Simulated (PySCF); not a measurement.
Identify the compound

An unknown has the formula C8H11N. Its calculated NMR data are:

1H NMR (400 MHz, computed): δ 7.45 (m, 2H), 6.87 (t, 1H), 6.65 (d, 2H), 3.16 (q, 2H), 2.82 (br s, 1H), 1.39 (t, 3H).

13C{1H} NMR (computed): δ 153.1 (C), 134.9 (CH, 2C), 121.5 (CH), 115.4 (CH, 2C), 41.0 (CH2), 16.8 (CH3).

[PySCF 2.14: geometry: GFN2-xTB; GIAO PBE0/pcSseg-1 shieldings; rapidly exchanging positions averaged; no solvent; relativity neglected; single conformer]

Shifts are taken against calculated references (same method and geometry level): 1H (31.72 ppm) and 13C (186.93 ppm) against TMS.

Problem. Propose a structure and justify it.

Solution. 
The formula gives 4 degrees of unsaturation (1 ring in the answer). 6 carbon signals for 8 carbons: some carbons are equivalent by symmetry or fast rotation. Carbon types of the structure: 1 × C, 5 × CH, 1 × CH2, 1 × CH3, leaving 1 H on heteroatoms. δC 153.1: aromatic carbon bearing nitrogen; the electronegative substituent deshields the carbon that carries it. δC 134.9, 121.5, 115.4: aromatic CH. δC 41.0: sp3 CH2 bonded to N; the inductive effect lowers its shielding. δC 16.8: methyl carbon; a saturated carbon with 1 carbon neighbour and no heteroatom attached. δH 7.45, 6.87, 6.65: hydrogen on an aromatic CH. δH 3.16: hydrogen on an sp3 CH2 bonded to N; its carbon carries N, hence the downfield position. δH 2.82: hydrogen on an aniline-type nitrogen; exchangeable, gas-phase position.

Structure: `CCNc1ccccc1`.

The shifts were computed for this structure.

The OH or NH signal is concentration- and solvent-dependent in practice; the value given is the gas-phase one. Shifts are as computed. Against solution values, carbons near 30 ppm lie about +3 ppm off and those near 130 ppm about +5 ppm. Of 1211 compounds with measured shifts, 218 miss one by over three times the rms of a fit or turn the order of signals round; such compounds aren't used in these exercises. No couplings were computed; multiplicities are counted from neighbouring protons, with m where these are inequivalent, close in shift, in a saturated or five-membered ring or joined by F or P, and br s for small geminal =CH2 splittings.
